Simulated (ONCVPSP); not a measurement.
**What one change does to a pseudopotential (hydrogen, ONCV)**

```json
{"Element": "H", "Generator": "ONCVPSP 4.0.1", "Type": "optimised norm-conserving Vanderbilt (ONCV)", "Functional": "PBE", "Relativity": "non-relativistic", "Frozen core": "none", "Valence charge": "1", "Reference configuration": "1s1", "Partial waves": "1s: rc 0.75 bohr, ncon 4, nbas 7, qcut 6.7 1/bohr, local; p scattering state at 0.16 Ha: rc 0.75 bohr, ncon 5, nbas 9, qcut 11.7 1/bohr, 2 projectors, debl 1.9 Ha", "Local potential": "the s channel", "Core correction": "none"}
```

Change: s: qcut 8.7; p: qcut 15.1.

Cutoffs: the cutoffs (Ha) at which the residual kinetic energy of the hardest occupied pseudo-wave falls to 1 and 0.1 mHa per electron; they do not see the model core or the augmentation charge, which bear on the density cutoff. Errors are all-electron minus pseudo energies relative to the spin-unpolarised reference configuration.

Q: Predict the effect on cutoff, ghosts and configuration errors.

A: The potential gets neither clearly harder nor softer (24 Ha and 149 Ha → 25 Ha and 42 Ha); neither file shows a bound ghost.

| quantity | base | changed |
| --- | --- | --- |
| cutoff, loose | 24 Ha | 25 Ha |
| cutoff, tight | 149 Ha | 42 Ha |
| bound ghosts | none | none |
| GHOST(+) flags under 300 eV | none | none |
| error for 1s0.5, meV [ΔE 4.76 eV] | +0.3 | +0.2 |
| s: phases at 0.76 bohr within 0.05 rad from the reference energy up to (Ha; the scan ends near 5) | to the end of the scan | to the end of the scan |
| p: phases at 0.76 bohr within 0.05 rad from the reference energy up to (Ha; the scan ends near 5) | to the end of the scan | to the end of the scan |
